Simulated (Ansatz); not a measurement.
`C=[CH][AlH][SiH2]Cl` + `SS` → `SS[SiH2]Cl` + `C=[CH][AlH2]`  (cleavage of the Si–Al bond)

Isolated molecules relaxed with PBE0-D4/def2-TZVP in Ansatz; ΔE leaves out vibrations. CCSD(T)/CBS is the MP2 limit (def2-TZVPP, def2-QZVPP) plus CCSD(T) − MP2 in def2-TZVPP, frozen cores. This one scheme is used for every species. DFT in def2-TZVPP. B3LYP here is the variant with VWN-RPA as its local correlation; programs differ in this. One conformer a species, not always the lowest.

`C=[CH][AlH][SiH2]Cl`:

Cartesian coordinates in Å:
```
C 0.360 0.672 1.919
C 1.151 -0.225 1.320
Al 0.807 -0.854 -0.477
Si -1.110 -0.037 -1.796
Cl -2.282 1.359 -0.792
H -0.513 1.092 1.427
H 0.545 1.030 2.930
H 2.003 -0.589 1.896
H 1.751 -1.927 -1.175
H -2.031 -1.141 -2.191
H -0.680 0.621 -3.062
```

`SS`:

Cartesian coordinates in Å:
```
S -0.162 -1.065 -0.325
S -0.278 0.970 -0.498
H 1.123 -1.162 0.068
H -0.684 1.256 0.754
```

`SS[SiH2]Cl`:

```xyz
7

S    -0.761    1.701   -1.158
S    -1.525   -0.008   -0.287
Si    0.333   -0.939    0.174
Cl    1.353    0.098    1.622
H    -0.601    2.419   -0.032
H     0.006   -2.282    0.706
H     1.194   -0.988   -1.025
```

`C=[CH][AlH2]`:

Cartesian coordinates in Å:
```
C 1.023 0.689 0.622
C 0.418 0.267 -0.493
Al -1.196 -0.798 -0.363
H 0.632 0.449 1.609
H 1.931 1.289 0.614
H 0.878 0.553 -1.439
H -1.963 -1.327 -1.649
H -1.723 -1.122 1.100
```

```
             level  ΔE (kcal/mol)  difference from CCSD(T)/CBS
         r2SCAN-D4          -13.8                          0.3
           PBE0-D4          -12.3                          1.8
          B3LYP-D4          -13.7                          0.4
            B2PLYP          -14.1                          0.0
               PBE          -11.1                          3.0
              PBE0          -11.8                          2.3
     HF/def2-TZVPP          -14.0                          0.1
SCS-MP2/def2-QZVPP          -16.0                         -1.9
     MP2/CBS(def2)          -17.2                         -3.1
    CCSD/CBS(def2)          -13.8                          0.3
       CCSD(T)/CBS          -14.1                            0
```

Largest T1 diagnostic among the species: 0.011.

The D4 term adds −1.2 kcal/mol with B3LYP and −0.5 kcal/mol with PBE0; it sums over pairs of atoms, weighted by their polarisabilities, and B3LYP, whose exchange is more repulsive, gets the larger term.
